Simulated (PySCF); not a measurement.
# Telling isomers of C₆H₇Cl apart by NMR

No solvent, non-relativistic Hamiltonian, a single conformation, rapidly exchanging positions averaged. Coordinates at the GFN2-xTB level; GIAO PBE0/pcSseg-1 shieldings; PySCF.

Scale: 1H (σ = 31.72 ppm) and 13C (σ = 186.93 ppm) against TMS (reference shieldings calculated alike). Where no couplings were computed, multiplicities follow the n + 1 count of equivalent neighbours, and m marks all less simple cases (inequivalent or close neighbours, rings, F or P nearby). Shifts are as computed. Against solution values, carbons near 30 ppm lie about +3 ppm off and those near 130 ppm about +5 ppm; carbons on Cl a further +6 ppm. Of 1211 compounds with measured shifts, 218 miss one by over three times the rms of a fit or turn the order of signals round; such compounds aren't used in these exercises. Carbons bonded to Cl come out too deshielded.

(1) Tabulate the signals of `C=C/C=C\C(=C)Cl`, `Cl/C=C/CC1=CC1` and their relative energies.

(2) What is the quickest way to tell C=C/C=C\C(=C)Cl from Cl/C=C/CC1=CC1?

Results:

(1) 
```json
{"SMILES": "C=C/C=C\\C(=C)Cl", "carbon types": "1×C 3×CH 2×CH2", "δC": "151.6, 141.1, 140.8, 130.6, 130.4, 126.6", "δH": "8.54 (m, 1H), 6.28 (m, 1H), 6.08 (d, 1H), 5.65 (m, 1H), 5.60 (m, 1H), 5.58 (m, 1H), 5.58 (m, 1H)", "E rel. (kcal/mol)": "0.0"}
{"SMILES": "Cl/C=C/CC1=CC1", "carbon types": "1×C 3×CH 2×CH2", "δC": "138.9, 132.2, 128.8, 109.3, 35.3, 9.4", "δH": "6.79 (t, 1H), 6.42 (m, 1H), 6.22 (d, 1H), 3.36 (d, 2H), 1.03 (m, 2H)", "E rel. (kcal/mol)": "31.2"}
```

Energies are electronic energies at PBE0/pcSseg-1 on these geometries, without zero-point or thermal terms, each for the one conformer computed, which needn't be the lowest.

(2) Both give the same number of carbon signals, with the same numbers of each carbon type, so the positions decide. The first has a terminal =CH2 carbon at 130.4 ppm, the second an allylic sp3 CH2 at 35.3 ppm. Their most deshielded carbons lie at 151.6 and 138.9 ppm. In the proton spectra the most deshielded non-exchanging signals are 8.54 (m, 1H) and 6.79 (t, 1H).
